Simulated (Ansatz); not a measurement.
`C[CH2][Ge][CH2]C` + H–F → `C[CH2][Ge][F]` + ethane at 700 K and 1 bar (ligand exchange at a Ge–C bond).

Gas-phase electronic energies from Ansatz, PBE0-D4/def2-TZVP geometries. CCSD(T)/CBS is the MP2 limit (def2-TZVPP, def2-QZVPP) plus CCSD(T) − MP2 in def2-TZVPP, frozen cores. This one scheme is used for every species. For Ge outer-core shells are correlated without core-valence functions, which leaves a few kJ/mol of doubt a bond. Scalar relativity is left out up to krypton. One conformer a species, not always the lowest.

```tsv
species	CCSD(T)/CBS energy (Eh)	H − E (kJ/mol)	S (J/(mol·K))
`C[CH2][Ge][CH2]C`	-2234.31111	432.1	520.2
H–F	-100.39570	45.2	198.5
`C[CH2][Ge][F]`	-2255.03793	237.1	430.8
`CC`	-79.71954	238.1	289.3
```

H − E and S are ideal-gas, rigid-rotor, harmonic terms from PBE0-D4/def2-TZVP, for one conformer and one mirror image of each species. 1 Eh = 2625.50 kJ/mol, R = 8.31446 J/(mol·K).

Q: By hand: ΔE, ΔH, ΔS and ΔG.

A: ΔE = (-2255.03793) + (-79.71954) − (-2234.31111) − (-100.39570) = -0.05066 Eh = -133.0 kJ/mol. Δ(H − E) = 237.1 + 238.1 − 432.1 − 45.2 = -2.1, so ΔH = -135.1 kJ/mol. ΔS = 430.8 + 289.3 − 520.2 − 198.5 = 1.4 J/(mol·K). ΔG = -135.1 − 700 × (1.4)/1000 = -136.1 kJ/mol.

Q: By hand: the equilibrium constant, and the temperature at which ΔG would vanish if ΔH and ΔS stayed fixed.

A: log₁₀ K = −ΔG/(RT ln 10) = 10.2. ΔH and −TΔS have one sign here, so there is no such temperature.

The number of gas molecules stays the same, so ΔS is small and ΔH decides. A doubt of 5 kJ/mol in ΔE shifts log₁₀ K by 0.4 here. Other conformers and mirror images would add mixing entropy, several J/(mol·K) or more a flexible species. Modes under 60 cm⁻¹, often nearly free rotors, make the harmonic entropy too high. These are equilibria of isolated gas molecules and say nothing of rates. Largest T1 diagnostic: 0.013 (customary marks: 0.02 for closed shells, 0.045 for open ones).

ΔS is within the doubt of such terms, so its sign, and with it that verdict, could turn.
